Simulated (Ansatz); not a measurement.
The cluster Li3Al5⁺. The state is a doublet with charge 1. Geometry PBE-D4/def2-SVP; atoms count from 1.

```csv
atom,x (Å),y (Å),z (Å)
Li1,-1.451,1.336,2.320
Li2,-1.639,-2.015,-2.347
Li3,0.509,-1.752,0.629
Al4,2.397,0.371,-0.416
Al5,-1.705,-0.077,-0.352
Al6,1.415,0.587,1.998
Al7,0.076,1.674,0.078
Al8,0.398,-0.123,-1.911
```

Another isomer (doublet) lies 0.03 eV lower at PBE0-D4/def2-TZVP; other spin states weren't run for this one.

Problem. Estimate the Mulliken populations from the PBE0/def2-TZVP orbitals of Ansatz.

Solution. 
```tsv
atom	charge (e)	spin (α − β)
Li1	0.67	0.02
Li2	0.72	0.02
Li3	0.60	0.04
Al4	0.08	0.30
Al5	-0.51	0.07
Al6	-0.20	0.13
Al7	-0.09	0.23
Al8	-0.27	0.18
```
Mulliken values and Mayer orders depend strongly on the basis.

Problem. Where does the spin sit?

Solution. Summed by element: Li 0.09, Al 0.91, of 1 unpaired in all. Largest on single atoms: Al4 0.30, Al7 0.23, Al8 0.18.

Problem. And the Mayer bond orders between bonded heavy atoms (over 0.3)?

Solution. Al4–Al6 0.67 (2.62 Å); Al4–Al7 0.53 (2.71 Å); Al4–Al8 0.75 (2.54 Å); Al5–Al7 0.76 (2.53 Å); Al5–Al8 0.74 (2.62 Å); Al6–Al7 0.79 (2.58 Å); Al7–Al8 0.54 (2.70 Å). Values over 0.3 also appear between atoms too far apart for a bond (Al4–Al5 0.39 at 4.13 Å; Al6–Al8 0.34 at 4.10 Å); they arise where an orbital or an unpaired electron spreads over both atoms.
